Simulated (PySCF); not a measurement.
Compound: C5H3F3.
Atom-mapped SMILES: `[CH:1]#[C:2]/[C:3]([F:4])=[C:5](\[F:6])[CH2:7][F:8]` (hydrogens: H9 on C1; H10, H11 on C7)

Method used: PySCF, PBE0-D3(BJ)/def2-SVP geometry optimisation, gas phase.

Q: What internal coordinates does the optimisation give?

A: 
| bond | length (Å) |
| --- | --- |
| C1≡C2 | 1.212 |
| C2–C3 | 1.417 |
| C3–F4 | 1.338 |
| C3=C5 | 1.346 |
| C5–F6 | 1.327 |
| C5–C7 | 1.483 |
| C7–F8 | 1.371 |
| C1–H9 | 1.075 |
| C7–H10, C7–H11 | 1.102 |

Bonds in one row agree within 0.01 Å and their mean is given. A selection of angles:
| angle | degrees |
| --- | --- |
| C1–C2–C3 | 179.5 |
| C2–C3–F4 | 116.2 |
| C2–C3–C5 | 124.9 |
| F4–C3–C5 | 118.9 |
| C3–C5–F6 | 119.1 |
| C3–C5–C7 | 125.5 |
| F6–C5–C7 | 115.4 |
| C5–C7–F8 | 110.9 |

Dihedral angles: C2–C3–C5–F6 0° (synperiplanar); C3–C5–C7–F8 114° (anticlinal). The mirror-image conformer, all signs reversed, is as good.

The C–F distances run from 1.327 Å (C5–F6, drawn single) to 1.371 Å (C7–F8, drawn single), a spread of 0.044 Å. The C–C distances run from 1.212 Å (C1≡C2, drawn triple) to 1.483 Å (C5–C7, drawn single), a spread of 0.271 Å. Of the pairs four or more bonds apart, F4···H10 is among the closest relative to their van der Waals radii: 2.42 Å, 91 % of the sum of Bondi's values.

Point group: C1 (no symmetry element, even within 0.4 Å). PBE0-D3(BJ)/def2-SVP frequencies: not computed here. The numbers are those of one conformer.
